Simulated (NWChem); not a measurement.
Program: NWChem. System: H3ClSi, charge 0, spin multiplicity 1, at a geometry optimised with B3LYP/def2-SVP. The structure started from a generated list of species. Level: EOM-CCSD/def2-SVPD, 10 core orbitals frozen.

Input file:

```
start mol
memory heap 100 mb stack 700 mb global 1900 mb
geometry units angstroms nocenter noautoz
  Si     0.996521     0.027906     0.000000
  Cl    -1.081792    -0.030294     0.000000
  H      1.460043     0.744376     1.217998
  H      1.460043     0.744376    -1.217998
  H      1.519090    -1.364432     0.000000
  symmetry group Cs
end
basis spherical
  * library def2-svpd
end
scf
  rhf
  nopen 0
  maxiter 100
  thresh 1e-7
  semidirect memsize 60000000 filesize 0
end
tce
  freeze core 10
  ccsd
  nroots 2
  2eorb
  2emet 13
  thresh 1e-5
  maxiter 200
  tilesize 24
  dipole
end
task tce energy
```

Part of the output:

```
             Northwest Computational Chemistry Package (NWChem) 7.3.0
             --------------------------------------------------------

                                NWChem Input Module
                                -------------------

 Scaling coordinates for geometry "geometry" by  1.889725989
 (inverse scale =  0.529177249)

 Turning off AUTOSYM since
 SYMMETRY directive was detected!

                             Geometry "geometry" -> ""
                             -------------------------

 Output coordinates in angstroms (scale by  1.889725989 to convert to a.u.)

  No.       Tag          Charge          X              Y              Z
 ---- ---------------- ---------- -------------- -------------- --------------
    1 Si                  14.0000     0.99652100     0.02790600     0.00000000
    2 Cl                  17.0000    -1.08179200    -0.03029400     0.00000000
    3 H                    1.0000     1.46004300     0.74437600     1.21799800
    4 H                    1.0000     1.46004300     0.74437600    -1.21799800
    5 H                    1.0000     1.51909000    -1.36443200     0.00000000

 Effective nuclear repulsion energy (a.u.)      85.4045721171

            Nuclear Dipole moment (a.u.)
            ----------------------------
        X                 Y               Z
 ---------------- ---------------- ----------------
     0.0000113384     0.0000113384     0.0000000000

      Symmetry information
      --------------------

 Group name             Cs
 Group number              2
 Group order               2
 No. of unique centers     4

      Symmetry unique atoms

     1    2    3    5


 Summary of "ao basis" -> "" (spherical)
 ------------------------------------------------------------------------------
       Tag                 Description            Shells   Functions and Types
 ---------------- ------------------------------  ------  ---------------------
 *                         def2-svpd                  on all atoms

 Summary of "ao basis" -> "ao basis" (spherical)
 ------------------------------------------------------------------------------
       Tag                 Description            Shells   Functions and Types
 ---------------- ------------------------------  ------  ---------------------
 Si                        def2-svpd                10       24   5s3p2d
 Cl                        def2-svpd                11       27   5s4p2d
 H                         def2-svpd                 4        8   2s2p

                                 NWChem SCF Module
                                 -----------------

  ao basis        = "ao basis"
  functions       =    75
  atoms           =     5
  closed shells   =    17
  open shells     =     0
  charge          =   0.00
  wavefunction    = RHF
  use symmetry    = T
  symmetry adapt  = T

 Summary of "ao basis" -> "ao basis" (spherical)
 ------------------------------------------------------------------------------
       Tag                 Description            Shells   Functions and Types
 ---------------- ------------------------------  ------  ---------------------
 Si                        def2-svpd                10       24   5s3p2d
 Cl                        def2-svpd                11       27   5s4p2d
 H                         def2-svpd                 4        8   2s2p

      Symmetry analysis of basis
      --------------------------

        a'         50
        a"         25

 Forming initial guess at       0.1s

      Superposition of Atomic Density Guess
      -------------------------------------

 Sum of atomic energies:        -749.56630429

      Non-variational initial energy
      ------------------------------

 Total energy =    -749.985639
 1-e energy   =   -1206.532671
 2-e energy   =     371.142460
 HOMO         =      -0.390610
 LUMO         =       0.034269

      Symmetry analysis of molecular orbitals - initial
      -------------------------------------------------

  Numbering of irreducible representations:

     1 a'          2 a"

  Orbital symmetries:

     1 a'          2 a'          3 a'          4 a'          5 a'
     6 a"          7 a'          8 a'          9 a"         10 a'
    11 a'         12 a'         13 a'         14 a'         15 a"
    16 a'         17 a"         18 a'         19 a'         20 a"
    21 a'         22 a'         23 a'         24 a"         25 a'
    26 a"         27 a'

 Starting SCF solution at       0.4s

 ----------------------------------------------
         Quadratically convergent ROHF

 Convergence threshold     :          1.000E-07
 Maximum no. of iterations :          100
 Final Fock-matrix accuracy:          1.000E-09
 ----------------------------------------------

              iter       energy          gnorm     gmax       time
             ----- ------------------- --------- --------- --------
                 1     -749.9655293963  4.99D-01  1.32D-01      0.4
                 2     -749.9901228800  1.77D-01  4.22D-02      0.5
                 3     -749.9932009715  5.36D-03  1.87D-03      0.6
                 4     -749.9932048094  2.64D-05  5.57D-06      0.7
                 5     -749.9932048095  3.16D-09  7.06D-10      0.9

       Final RHF  results
       ------------------

         Total SCF energy =   -749.993204809527
      One-electron energy =  -1207.479205678451
      Two-electron energy =    372.081428751808
 Nuclear repulsion energy =     85.404572117116

        Time for solution =      0.5s

       Symmetry analysis of molecular orbitals - final
       -----------------------------------------------
[...]
 ------------------------------------

 Singles contributions
    18a'  (alpha) ---    16a'  (alpha)       -0.7532407661
    19a'  (alpha) ---    16a'  (alpha)       -0.4055297914
    22a'  (alpha) ---    16a'  (alpha)        0.2042003872
    28a'  (alpha) ---    16a'  (alpha)        0.2351131391

 Doubles contributions

 =========================================
 Excited-state calculation ( a"  symmetry)
 =========================================
 Dim. of EOMCC iter. space      500

 EOMCCSD SOLVER TYPE  1
  maxdiff =   0.54995814208194782

 No. of initial right vectors    2

 EOM-CCSD right-hand side iterations
 --------------------------------------------------------------
      Residuum       Omega / hartree  Omega / eV    Cpu    Wall
 --------------------------------------------------------------

 Iteration   1 using    2 trial vectors
   0.4700900948830   0.4010819119186   10.91400
   0.4388381003486   0.4339951103310   11.80961     0.4     0.4

 Iteration   2 using    4 trial vectors
   0.1114409760617   0.2995736772375    8.15182
   0.0981024442341   0.3417854665699    9.30046     0.4     0.4

 Iteration   3 using    6 trial vectors
   0.0591787256854   0.2905663634560    7.90672
   0.0516124398023   0.3345809188506    9.10441     0.4     0.4

 Iteration   4 using    8 trial vectors
   0.0369565816665   0.2859151542122    7.78015
   0.0383195030334   0.3304477547663    8.99194     0.4     0.4

 Iteration   5 using   10 trial vectors
   0.0156921023608   0.2841509483616    7.73214
   0.0223155565941   0.3280128033609    8.92569     0.4     0.4

 Iteration   6 using   12 trial vectors
   0.0077704881001   0.2839006894755    7.72533
   0.0132359892923   0.3276024117509    8.91452     0.4     0.4

 Iteration   7 using   14 trial vectors
   0.0044192326243   0.2838720221522    7.72455
   0.0091632066764   0.3274503782276    8.91038     0.4     0.4

 Iteration   8 using   16 trial vectors
   0.0025782831919   0.2838702097931    7.72450
   0.0059223838125   0.3273393162913    8.90736     0.4     0.4

 Iteration   9 using   18 trial vectors
   0.0013908990588   0.2838761993984    7.72467
   0.0043323003641   0.3273454798278    8.90753     0.4     0.4

 Iteration  10 using   20 trial vectors
   0.0008097099503   0.2838725343837    7.72457
   0.0031751264225   0.3273178590997    8.90678     0.4     0.4

 Iteration  11 using   22 trial vectors
   0.0005607944981   0.2838707798669    7.72452
   0.0026866407722   0.3272955264771    8.90617     0.4     0.4

 Iteration  12 using   24 trial vectors
   0.0003918750179   0.2838703353851    7.72451
   0.0024720003430   0.3273037328014    8.90639     0.4     0.4

 Iteration  13 using   26 trial vectors
   0.0002025123744   0.2838685880990    7.72446
   0.0020111432945   0.3272895684435    8.90601     0.4     0.4

 Iteration  14 using   28 trial vectors
   0.0000953623982   0.2838687068005    7.72446
   0.0014692727956   0.3272838550788    8.90585     0.4     0.4

 Iteration  15 using   30 trial vectors
   0.0000524615940   0.2838693977100    7.72448
   0.0011067190144   0.3272891561359    8.90599     0.4     0.4

 Iteration  16 using   32 trial vectors
   0.0000266019607   0.2838694844992    7.72448
   0.0006106212203   0.3272829900859    8.90583     0.4     0.4

 Iteration  17 using   34 trial vectors
   0.0000123307056   0.2838694289772    7.72448
   0.0002762139257   0.3272800852954    8.90575     0.4     0.4

 Iteration  18 using   36 trial vectors
   0.0000050604412   0.2838694378876    7.72448
   0.0001221284286   0.3272802446551    8.90575     0.4     0.4

 Iteration  19 using   37 trial vectors
   0.0000044073043   0.2838694319734    7.72448
   0.0000705221800   0.3272799528399    8.90574     0.2     0.2

 Iteration  20 using   38 trial vectors
   0.0000043888231   0.2838694339450    7.72448
   0.0000420047793   0.3272799217313    8.90574     0.2     0.2

 Iteration  21 using   39 trial vectors
   0.0000043748276   0.2838694344136    7.72448
   0.0000237878457   0.3272798645926    8.90574     0.3     0.3

 Iteration  22 using   40 trial vectors
   0.0000044101002   0.2838694329819    7.72448
   0.0000141088966   0.3272798397268    8.90574     0.4     0.4

 Iteration  23 using   41 trial vectors
   0.0000043776754   0.2838694325830    7.72448
   0.0000089151434   0.3272798173082    8.90574     0.4     0.4
 --------------------------------------------------------------
 Iterations converged
 ------------------

 Excited state root  1
 Excitation energy / hartree =        0.283869432583049
                   / eV      =        7.724483570699587
 largest EOMCCSD amplitudes: R1 and R2

 Singles contributions
    18a'  (alpha) ---    17a"  (alpha)        0.3552686717
    19a'  (alpha) ---    17a"  (alpha)       -0.7938745073
    28a'  (alpha) ---    17a"  (alpha)       -0.2612208601
    33a'  (alpha) ---    17a"  (alpha)        0.1115862057

 Doubles contributions
 ------------------

 Excited state root  2
 Excitation energy / hartree =        0.327279817308206
                   / eV      =        8.905740744309220
 largest EOMCCSD amplitudes: R1 and R2

 Singles contributions
    18a'  (alpha) ---    17a"  (alpha)        0.7586404025
    19a'  (alpha) ---    17a"  (alpha)        0.4084359646
    22a'  (alpha) ---    17a"  (alpha)       -0.2056612836
    28a'  (alpha) ---    17a"  (alpha)       -0.2367960749

 Doubles contributions

 No. of initial left vectors    2

 EOM-CCSD left-hand side iterations
 --------------------------------------------------------------
      Residuum       Omega / hartree  Omega / eV    Cpu    Wall
 --------------------------------------------------------------

 Iteration   1 using    2 trial vectors
   0.5112771680539   0.4010819119186   10.91400
   0.4800626308555   0.4339951103310   11.80961     1.1     1.1

 Iteration   2 using    4 trial vectors
   0.1165273190769   0.3005606431573    8.17867
   0.1032185244814   0.3425769857558    9.32200     0.8     0.8

 Iteration   3 using    6 trial vectors
   0.0602483855008   0.2910097312893    7.91878
   0.0524357209825   0.3348767291893    9.11246     0.7     0.7

 Iteration   4 using    8 trial vectors
   0.0377955881860   0.2860257776371    7.78316
   0.0389680409409   0.3306387943599    8.99714     0.7     0.7

 Iteration   5 using   10 trial vectors
   0.0162967047575   0.2842314694029    7.73434
   0.0233262412123   0.3281187021875    8.92857     0.7     0.7

 Iteration   6 using   12 trial vectors
   0.0080182105843   0.2839193045342    7.72584
   0.0134211112161   0.3276250954160    8.91514     0.7     0.7

 Iteration   7 using   14 trial vectors
   0.0045606782819   0.2838653324888    7.72437
   0.0093268847560   0.3274203964611    8.90957     0.7     0.7

 Iteration   8 using   16 trial vectors
   0.0026434670557   0.2838651261294    7.72437
   0.0060331826387   0.3273263590360    8.90701     0.7     0.7

 Iteration   9 using   18 trial vectors
   0.0014138809323   0.2838760455996    7.72466
   0.0043579820228   0.3273662374918    8.90809     0.7     0.7

 Iteration  10 using   20 trial vectors
   0.0007987501833   0.2838734565459    7.72459
   0.0031971262956   0.3273351007794    8.90725     0.8     0.8

 Iteration  11 using   22 trial vectors
   0.0005422691848   0.2838708618958    7.72452
   0.0026537371781   0.3273008794300    8.90631     0.8     0.8

 Iteration  12 using   24 trial vectors
   0.0003873554286   0.2838705912305    7.72452
   0.0023764160251   0.3273086448222    8.90653     0.8     0.8

 Iteration  13 using   26 trial vectors
   0.0002049436344   0.2838689404453    7.72447
   0.0020002437136   0.3272922417006    8.90608     0.8     0.8

 Iteration  14 using   28 trial vectors
   0.0000973234405   0.2838689152184    7.72447
   0.0015275889082   0.3272843013192    8.90586     0.9     0.9

 Iteration  15 using   30 trial vectors
   0.0000527346450   0.2838694915912    7.72449
   0.0011685944077   0.3272902067771    8.90602     0.9     0.9

 Iteration  16 using   32 trial vectors
   0.0000263393625   0.2838694832471    7.72448
   0.0006431158351   0.3272826501532    8.90582     0.9     0.9

 Iteration  17 using   34 trial vectors
   0.0000121875662   0.2838694336408    7.72448
   0.0002898740608   0.3272800231544    8.90575     0.9     0.9

 Iteration  18 using   36 trial vectors
   0.0000050799636   0.2838694410829    7.72448
   0.0001272928973   0.3272802609293    8.90575     0.9     0.9

 Iteration  19 using   37 trial vectors
   0.0000044792743   0.2838694334923    7.72448
   0.0000737604065   0.3272799252066    8.90574     0.6     0.6

 Iteration  20 using   38 trial vectors
   0.0000044169854   0.2838694361897    7.72448
   0.0000445900418   0.3272799991909    8.90575     0.6     0.6

 Iteration  21 using   39 trial vectors
   0.0000044099204   0.2838694364599    7.72448
   0.0000257425634   0.3272798881125    8.90574     0.6     0.6

 Iteration  22 using   40 trial vectors
   0.0000044392897   0.2838694351700    7.72448
   0.0000154439909   0.3272798384756    8.90574     0.6     0.6

 Iteration  23 using   41 trial vectors
   0.0000044165841   0.2838694346754    7.72448
   0.0000098665066   0.3272798080622    8.90574     0.6     0.6
 --------------------------------------------------------------
 Iterations converged

 Excited state root  1
 Excitation energy / hartree =        0.283869432583049
                   / eV      =        7.724483570699587

 EOM-CCSD transition moments / hartree
 --------------------------------------------
 X    0.0000000 Y    0.0000000 Z    0.2963058
 Oscillator Strength                0.0166153
 --------------------------------------------

 EOM-CCSD dipole moments / hartree & Debye
 ------------------------------------
   X         0.6415327      1.6306258
   Y        -0.1612513     -0.4098630
   Z         0.0000000      0.0000000
 Total       0.6614878      1.6813471
 ------------------------------------

 Singles contributions
    18a'  (alpha) ---    17a"  (alpha)        0.3552686717
    19a'  (alpha) ---    17a"  (alpha)       -0.7938745073
    28a'  (alpha) ---    17a"  (alpha)       -0.2612208601
    33a'  (alpha) ---    17a"  (alpha)        0.1115862057

 Doubles contributions

 Excited state root  2
 Excitation energy / hartree =        0.327279817308206
                   / eV      =        8.905740744309220

 Task  times  cpu:       65.7s     wall:       65.7s

 Total times  cpu:       65.7s     wall:       65.7s
```
